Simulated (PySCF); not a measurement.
Isomers of [C6H7O3S]- (charge -1), from PBE0-D3(BJ)/def2-SVP geometry optimisation, gas phase (PySCF). One conformer each, no zero-point energy, no frequencies.

Question: Which isomer lies lower at this level?
A. `[CH:1]#[C:2][C@@H:3]1[CH2:4][C@:5]1([CH3:6])[S:7](=[O:8])(=[O:9])[O-:10]` (charge -1) with C4–C5–S7–O8 92°: A = 1744, B = 1111, C = 889.6 MHz, dipole 5.87 D
B. `[CH2:1]=[CH:2]/[CH:3]=[C:4](/[CH:5]=[CH2:6])[S:7](=[O:8])(=[O:9])[O-:10]` (charge -1) with C1–C2–C3–C4 180°, C3–C4–C5–C6 176°, C3–C4–S7–O8 121°: A = 1754, B = 938.0, C = 694.0 MHz, dipole 5.27 D

Answer: B. That is `C(=C)/C=C(/C=C)S([O-])(=O)=O`, 20.7 kcal/mol below the other.

```json
{"SMILES": "C=C/C=C(/C=C)S(=O)(=O)[O-]", "mapped SMILES": "[CH2:1]=[CH:2]/[CH:3]=[C:4](/[CH:5]=[CH2:6])[S:7](=[O:8])(=[O:9])[O-:10]", "E (Eh)": "-855.55625", "relative (kcal/mol)": "0.0", "relative (kJ/mol)": "0.0", "dipole about centre of mass (D)": "5.27"}
{"SMILES": "C#C[C@@H]1C[C@]1(C)S(=O)(=O)[O-]", "mapped SMILES": "[CH:1]#[C:2][C@@H:3]1[CH2:4][C@:5]1([CH3:6])[S:7](=[O:8])(=[O:9])[O-:10]", "E (Eh)": "-855.52323", "relative (kcal/mol)": "20.7", "relative (kJ/mol)": "86.7", "dipole about centre of mass (D)": "5.87"}
```

As drawn, the higher has a three-membered ring, which the lower lacks.
